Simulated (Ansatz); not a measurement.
Q: Name a neutral molecule of C, Zn and H with HOMO–LUMO gap (ωB97M-V/def2-TZVPP) between 10.00 and 10.30 eV and size of the dipole moment (B3LYP/def2-TZVPP) between 0.55 and 0.85 D (Ansatz, PBE0-D4/def2-TZVP geometry).

A: `C[CH2][ZnH]` (10.17 eV, 0.60 D). Other molecules can fit too; these were computed, each in one conformer that needn't be the lowest.

B3LYP here is the variant with VWN-RPA as its local correlation; programs differ in this.
